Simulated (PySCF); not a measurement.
Species: C4H5O4S (charge -1).
Numbering: `[O:1]=[C:2]([O-:3])[C@H:4]1[CH2:5][CH2:6][S:7]1(=[O:8])=[O:9]` (hydrogens: H10 on C4; H11, H12 on C5; H13, H14 on C6)

Computed geometry: GFN2-xTB, gas phase.

(1) What internal coordinates does the optimisation give?

Results:

(1) 
| bond | length (Å) |
| --- | --- |
| O1=C2 | 1.225 |
| C2–O3 | 1.229 |
| C2–C4 | 1.621 |
| C4–C5 | 1.528 |
| C5–C6 | 1.528 |
| C6–S7 | 1.832 |
| S7=O8 | 1.455 |
| S7=O9 | 1.441 |
| C4–S7 | 1.806 |
| C4–H10 | 1.087 |
| C5–H11 | 1.091 |
| C5–H12 | 1.092 |
| C6–H13 | 1.084 |
| C6–H14 | 1.085 |

A selection of angles:
| angle | degrees |
| --- | --- |
| O1–C2–O3 | 132.0 |
| O1–C2–C4 | 113.9 |
| O3–C2–C4 | 114.1 |
| C2–C4–C5 | 113.4 |
| C2–C4–S7 | 110.6 |
| C5–C4–S7 | 88.0 |
| C4–C5–C6 | 98.5 |
| C5–C6–S7 | 87.1 |
| C6–S7–O8 | 109.7 |
| C6–S7–O9 | 115.1 |
| O8–S7–O9 | 114.6 |
| C4–S7–C6 | 79.1 |
| C4–S7–O8 | 112.2 |
| C4–S7–O9 | 120.9 |

Torsions: O1–C2–C4–C5 163° (antiperiplanar); C2–C4–C5–C6 89° (synclinal); C4–C5–C6–S7 22° (synperiplanar); C5–C6–S7–O8 91° (anticlinal); C2–C4–S7–C6 -96° (anticlinal).

The 2 C–S bonds span 1.806 Å (C4–S7, drawn single) to 1.832 Å (C6–S7, drawn single), a spread of 0.026 Å. C2 (carboxylate carbon) is planar (angles 132.0°, 114.1° and 113.9°, sum 360.0°, 0.01 Å off the plane of its three neighbours). The 4-membered ring C4–C5–C6–S7 has internal angles of 79.1° to 98.5°; it is puckered, 0.15 Å rms from its mean plane, widest ring torsion 22°. S7 (sulfonyl sulfur) has angles from 79.1° to 120.9°. The 3 C–C bonds span 1.528 Å (C5–C6, drawn single) to 1.621 Å (C2–C4, drawn single), a spread of 0.093 Å. Of the pairs four or more bonds apart, O3···H11 is among the closest relative to their van der Waals radii: 2.46 Å, 90 % of the sum of Bondi's values.

Point group: C1 (no symmetry element, even within 0.4 Å). GFN2-xTB frequencies: not computed here.

One conformer stands for the species.
